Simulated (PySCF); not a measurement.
Ions at one geometry of [PbH3(NH3)]+

PySCF 2.14.0, RKS PBE0, Pb def2-SVP with ECP60, H def2-SVP, N def2-SVP; non-relativistic Hamiltonian with scalar-relativistic core potentials where named; density fitting; no spin-orbit coupling; singlets restricted, open shells unrestricted. The geometry is relaxed for charge +1, singlet, vacuum:

```xyz
8

Pb    0.2325   -0.2325    0.2325
H     1.0483    1.0659    1.0483
H    -1.0659   -1.0483    1.0483
H     1.0483   -1.0483   -1.0659
N    -1.1474    1.1474   -1.1474
H    -1.7578    1.7578   -0.5962
H    -0.5962    1.7578   -1.7578
H    -1.7578    0.5962   -1.7578
```

Energies count from the relaxed state; an electron taken off or put on is at rest in vacuum. Charges and spins are Mulliken's.

| state | energy (eV) | spin squared | charge on Pb1 (e) | spin on Pb1 (e) | dipole about the centre of mass (D) |
| --- | --- | --- | --- | --- | --- |
| charge +1, singlet, vacuum | 0.00 | 0.00 | 0.54 | 0.00 | 5.01 |
| charge +2, doublet, vacuum | 16.70 | 0.79 | 0.84 | 0.26 | 5.04 |

Q: What does the state charge 0, doublet, vacuum give?

A: energy (eV) -4.21, spin squared 0.75, charge on Pb1 (e) -0.11, spin on Pb1 (e) 0.96, dipole about the centre of mass (D) 4.47.

With an electron taken off (doublet) the charges change, summed by element, by Pb +0.31 e, H +0.69 e, N -0.00 e. The vertical ionisation energy is 16.70 eV, against −ε(HOMO) = 14.36 eV of the relaxed state. The level lies 2.3 eV too high, as is usual for semilocal functionals and global hybrids, which keep a self-interaction error.

With an electron put on (doublet) the charges change, summed by element, by Pb -0.65 e, H -0.47 e, N +0.13 e. The vertical electron affinity is 4.21 eV, against −ε(LUMO) = 6.01 eV of the relaxed state.

Open shells may have lower solutions than those found.
